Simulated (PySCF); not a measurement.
Predicted microwave data (PBE0-D3(BJ)/def2-SVP geometry optimisation, gas phase (PySCF)) for one isomer of C4H7F3S:

- Rotational constants: A = 3104, B = 972.7, C = 888.0 MHz
- Dipole components: |μa| = 2.26 D, |μb| = 0.11 D, |μc| = 0.41 D
- Inertial defect: -113.26 u·Å²
- κ: -0.92

Question: Which candidate fits, each taken in the one conformer that was computed?
A. `[CH3:1][CH2:2][S:3][CH2:4][C:5]([F:6])([F:7])[F:8]` with C1–C2–S3–C4 56°, C2–S3–C4–C5 69°
B. `[CH3:1][CH2:2][CH2:3][S:4][C:5]([F:6])([F:7])[F:8]` with C1–C2–C3–S4 174°, C2–C3–S4–C5 78°

Answer: B. It is CCCSC(F)(F)F, a near-prolate asymmetric top, point group C1. The candidates at the same level (rigid rotor, commonest isotopes):

```
      SMILES  A (MHz)  B (MHz)  C (MHz)  μa (D)  μb (D)  μc (D)  Δ (u·Å²)  point group                        rotor
CCCSC(F)(F)F     3104    972.7    888.0    2.26    0.11    0.41   -113.26           C1  near-prolate asymmetric top
CCSCC(F)(F)F     2737     1120    980.9    1.41    0.82    0.96   -120.56           C1               asymmetric top
```

`CCSCC(F)(F)F` has B 15 % too high. No structure here is proved a minimum.
